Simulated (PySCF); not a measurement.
Al(H)(OH)(nPr) (C3H9AlO), SMILES [OH][AlH][CH2]CC.

Coordinates come from a B3LYP-D3(BJ)/def2-SVP optimisation. Other conformers were not sampled.

Two levels are set side by side: PBE/def2-TZVP (PySCF) and r2SCAN/def2-TZVP (PySCF). Same geometry, gas phase. Differences are taken from unrounded values.

```csv
quantity,r2SCAN
orbital gap (eV),5.62
highest occupied level (eV),-6.55
lowest empty level (eV),-0.92
dipole moment (D),0.56
mean polarisability (bohr³),67.7
```

What does PBE give, and how far is it from r2SCAN? (An estimate is asked for; the answer gives what the named calculation found.)


| quantity | PBE | PBE minus r2SCAN |
|---|---|---|
| orbital gap (eV) | 5.02 | -0.61 |
| highest occupied level (eV) | -6.30 | 0.25 |
| lowest empty level (eV) | -1.28 | -0.36 |
| dipole moment (D) | 0.52 | -0.04 |
| mean polarisability (bohr³) | 69.9 | 2.3 |

Rough cost on one machine, each run with all the roots and properties that it gave: r2SCAN against PBE about 4 times.
